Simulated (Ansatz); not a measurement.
`[CH3][GaH][SH]` + Cl• → `[CH3][Ga][SH]`• + HCl at 600 K and 1 bar (hydrogen abstraction from a Ga–H bond).

Gas-phase electronic energies from Ansatz, PBE0-D4/def2-TZVP geometries. CBS: MP2 limit from def2 TZ/QZ plus the TZ coupled-cluster correction, frozen cores. This one scheme is used for every species, atoms too. No spin–orbit coupling; open shells (•) take unrestricted orbitals. Spin–orbit coupling would lower the free atoms: a little for Cl. Bonds to Ga are less sure, by a few kJ/mol each and by 10 to 20 or more in all where they break to atoms, as the def2 sets lack core-valence functions. Scalar relativity is left out up to krypton. One conformer a species, not always the lowest.

```csv
species,CCSD(T)/CBS energy (Eh),H − E (kJ/mol),S (J/(mol·K))
`[CH3][GaH][SH]`,-2362.81343,187.0,407.7
Cl•,-459.70966,12.5,182.8
`[CH3][Ga][SH]`•,-2362.17484,162.4,396.6
HCl,-460.38127,35.4,207.2
```

H − E and S are ideal-gas, rigid-rotor, harmonic terms from PBE0-D4/def2-TZVP, for one conformer and one mirror image of each species, with the whole ground term of open shells counted as degenerate. 1 Eh = 2625.50 kJ/mol, R = 8.31446 J/(mol·K).

Task: By hand: ΔE, ΔH, ΔS and ΔG.

Result: ΔE = (-2362.17484) + (-460.38127) − (-2362.81343) − (-459.70966) = -0.03302 Eh = -86.7 kJ/mol. Δ(H − E) = 162.4 + 35.4 − 187.0 − 12.5 = -1.7, so ΔH = -88.4 kJ/mol. ΔS = 396.6 + 207.2 − 407.7 − 182.8 = 13.3 J/(mol·K). ΔG = -88.4 − 600 × (13.3)/1000 = -96.4 kJ/mol.

Task: By hand: the equilibrium constant, and the temperature at which ΔG would vanish if ΔH and ΔS stayed fixed.

Result: log₁₀ K = −ΔG/(RT ln 10) = 8.4. ΔH and −TΔS have one sign here, so there is no such temperature.

The number of gas molecules stays the same, so ΔS is small and ΔH decides. A doubt of 5 kJ/mol in ΔE shifts log₁₀ K by 0.4 here. Other conformers and mirror images would add mixing entropy, several J/(mol·K) or more a flexible species. Modes under 60 cm⁻¹, often nearly free rotors, make the harmonic entropy too high. These are equilibria of isolated gas molecules and say nothing of rates. Largest T1 diagnostic: 0.014 (customary marks: 0.02 for closed shells, 0.045 for open ones).
